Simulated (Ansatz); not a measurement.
Consider the formal exchange of groups at the Si–C bond: `NC[SiH](N)O` + `N[SiH](O)F` → `N[Si@H](O)[Si@H](N)O` + `NCF`.

Isolated molecules relaxed with PBE0-D4/def2-TZVP in Ansatz; ΔE leaves out vibrations. CBS: MP2 limit from def2 TZ/QZ plus the TZ coupled-cluster correction, frozen cores. This one scheme is used for every species. Functionals use def2-TZVPP. B3LYP here is the variant with VWN-RPA as its local correlation; programs differ in this. Each species was taken in one conformer, which may not be the lowest.

(1) Is it downhill or uphill in electronic energy at CCSD(T)/CBS, and by how much? (Estimate.)

(2) What do these levels give: ωB97M-V, PBE, PBE0, B3LYP, HF/def2-TZVPP, SCS-MP2/def2-TZVPP, CCSD/def2-TZVPP, CCSD(T)/def2-TZVPP, HF/def2-QZVPP, MP2/def2-QZVPP, SCS-MP2/def2-QZVPP, MP2/CBS(def2)? (Estimate.)

Largest T1 diagnostic among the species: 0.012.

Results:

(1) Ansatz gave: Uphill: ΔE = +54.2 kcal/mol.

(2) Computed: ωB97M-V 53.3, PBE 44.9, PBE0 48.5, B3LYP 50.3, HF/def2-TZVPP 55.9, SCS-MP2/def2-TZVPP 55.3, CCSD/def2-TZVPP 54.3, CCSD(T)/def2-TZVPP 53.4, HF/def2-QZVPP 56.7, MP2/def2-QZVPP 57.0, SCS-MP2/def2-QZVPP 56.1, MP2/CBS(def2) 57.1 kcal/mol.

From PBE to PBE0 (25 % exact exchange), in def2-TZVPP and without D4, ΔE moves by +3.6 kcal/mol.
